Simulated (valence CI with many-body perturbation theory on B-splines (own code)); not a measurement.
# Nd⁴⁵⁺: input, log and results

Calculated by valence CI with perturbative core correlation (CI+MBPT): five valence electrons over a frozen Dirac-Fock core [Ne], radial functions for each j: 7 s, 7 p, 5 d, 1 f, with the one-electron correlation potential Σ1 (screened to all orders), the two-electron term Σ2, the three-electron term Σ3, Breit, model QED; selected single and double excitations, second order for the rest, scaled by the run's own slope (own B-spline code, finite nucleus).

Command, and the settings that its task file holds:

```sh
python run_cv.py task.json out
```

```
atom Nd  Z=60  mass_number=142  rms_radius_fm=4.9123
core [Ne]
valence 3s2 3p3
avg = 1
basis = S
breit = 1
cap = 10000
capref = 1200
cscale = 1
de = 0.0
dress = 0
eps = 2e-08
extrap = 1
h = 0.27
hh = 1
l2 = 3
lcore = 6
maxit = 60
n2 = 5
natural = 1
nlev = 20
nno = [4, 4, 3, 0, 0]
nroot = 26
nsp = [3, 3, 2, 1, 0]
pt2 = 1
qed = 1
rpa = 1
s1 = 1
s2 = 1
s3 = 1
screen = 1
tol = 2e-05
whole = 1
```

It took 14 s on 1 thread of Arm Neoverse V1 (shared host).

Log. The first blocks belong to the next ion, which gives the ionisation energy. Fields: 2J, parity (1 odd), roots, reference size, generating configurations, candidates as configurations/state functions, variational space P, stored matrix elements, Davidson steps; e2 is the range of second-order energies in hartree. The first line gives the box (bohr), its intervals, the orbitals and the steps of their self-consistent field. Window is the range of levels sought, series limit the energy at which the first omitted orbital would enter, core excitation an estimate of the first excitation out of the core, left out the lowest levels not solved, and shifts from estimates the range by which levels moved from their first estimate, all in cm⁻¹.

```
rmax 1.8 intervals 55 orbitals 33 references ['3s2 3p3', '3s 3p4', '3s2 3p2 3d', '3s 3p3 3d', '3p5'] scf 4 t 0.7
2J=0 par=0 roots 2 ref 24 generators 8 cand 2789/4329 P 727/999 nnz 0 it 0
2J=0 par=0 roots 2 ref 24 generators 8 cand 2082/3354 P 1494/2199 nnz 0 it 5
   second order: generators 17 cand 2904/4813 e2 -0.00001 -0.00001
reference levels 559, estimated 51, window 2703823 1/cm; series limit 19841946, core excitation 42591085
2J=3 par=1 roots 4 ref 66 generators 16 cand 5974/50849 P 952/3587 nnz 1.4e+06 it 4
2J=3 par=1 roots 4 ref 66 generators 24 cand 6140/52619 P 2064/9999 nnz 9.2e+06 it 6
   second order: generators 31 cand 7240/79339 e2 -0.00073 -0.00013
2J=5 par=1 roots 2 ref 65 generators 10 cand 5502/50931 P 835/3588 nnz 1.5e+06 it 4
2J=5 par=1 roots 2 ref 65 generators 18 cand 6358/62727 P 1857/9997 nnz 9.7e+06 it 6
   second order: generators 26 cand 6540/77242 e2 -0.00064 -0.00022
2J=1 par=1 roots 2 ref 41 generators 11 cand 5189/26325 P 1073/3556 nnz 1.4e+06 it 4
2J=1 par=1 roots 2 ref 41 generators 18 cand 5558/28198 P 2655/9997 nnz 7.9e+06 it 6
   second order: generators 25 cand 6729/44339 e2 -0.00013 -0.00006
2J=3 par=0 roots 6 ref 71 generators 16 cand 5993/50867 P 864/3592 nnz 1.5e+06 it 10
2J=3 par=0 roots 6 ref 71 generators 24 cand 6438/55687 P 1983/9991 nnz 8.9e+06 it 10
   second order: generators 36 cand 8281/82210 e2 -0.00123 -0.00045
2J=5 par=0 roots 6 ref 74 generators 17 cand 6187/62950 P 859/3590 nnz 1.6e+06 it 5
2J=5 par=0 roots 6 ref 74 generators 22 cand 6174/62371 P 1894/9995 nnz 9.5e+06 it 9
   second order: generators 36 cand 9094/102163 e2 -0.00131 -0.00054
2J=1 par=0 roots 4 ref 44 generators 16 cand 5819/30704 P 1155/3558 nnz 1.3e+06 it 4
2J=1 par=0 roots 4 ref 44 generators 21 cand 5745/31434 P 2640/9999 nnz 8.2e+06 it 7
   second order: generators 30 cand 7220/43478 e2 -0.00028 -0.00012
2J=7 par=0 roots 3 ref 54 generators 9 cand 5332/48987 P 844/3573 nnz 1.6e+06 it 4
2J=7 par=0 roots 3 ref 54 generators 18 cand 5743/54445 P 1677/9996 nnz 1.1e+07 it 5
   second order: generators 25 cand 7656/79022 e2 -0.00042 -0.00026
2J=9 par=0 roots 2 ref 34 generators 7 cand 3639/30846 P 842/3539 nnz 1.9e+06 it 4
2J=9 par=0 roots 2 ref 34 generators 13 cand 5154/39632 P 1897/9999 nnz 1.1e+07 it 5
   second order: generators 22 cand 5513/55178 e2 -0.00007 -0.00007
left out: unestimated 3924370, estimated 3082019, shifts from estimates -34 to 41
operators 0.4
```

The Davidson iterations converged.

The last digits are not significant, and no measured levels were compared; by estimate large intervals hold to a few tenths of a per cent, small ones and those within an open d or f shell to about a per cent. Among the levels kept, up to 290 cm⁻¹ of a level comes from second order outside the variational space, and about a tenth of that is noise between levels of different J, which matters for small intervals.

- Valence energy: -737.2194 hartree
- Ionisation energy: 3664.4 eV (NIST: 3662 ± 4 eV (theoretical))
- Reference configurations for the orbitals: 3s2 3p3, 3s 3p4, 3s2 3p2 3d, 3s 3p3 3d, 3p5
- Radial orbitals: 33
- Box radius: 1.832 bohr
- Largest variational space: 9999
- Lowest levels: (3s^2 3p1/2^2 3p3/2) J=3/2 0, (3s^2 3p1/2 3p3/2^2) J=3/2 974180, (3s^2 3p1/2 3p3/2^2) J=5/2 1050400, (3s^2 3p1/2 3p3/2^2) J=1/2 1144100, (3s^2 3p1/2^2 3d3/2) J=3/2 1411700, (3s^2 3p1/2^2 3d5/2) J=5/2 1710100, (3s 3p1/2^2 3p3/2^2) J=5/2 2003200, (3s^2 3p3/2^3) J=3/2 2129700, (3s 3p1/2^2 3p3/2^2) J=1/2 2179600, (3s 3p1/2^2 3p3/2^2) J=3/2 2181600, (3s^2 3p1/2 3p3/2 3d3/2) J=5/2 [a] 2377000, (3s^2 3p1/2 3p3/2 3d3/2) J=3/2 [a] 2390000, (3s^2 3p1/2 3p3/2 3d3/2) J=1/2 [a] 2392700, (3s^2 3p1/2 3p3/2 3d3/2) J=7/2 2452500 cm⁻¹

Levels are named by their leading jj configuration (3d3/2^4 stands for four electrons in 3d with j = 3/2), which in mixed levels can hold well under half, so a name can repeat and another be missing. Letters in brackets count levels of one name in rising energy.
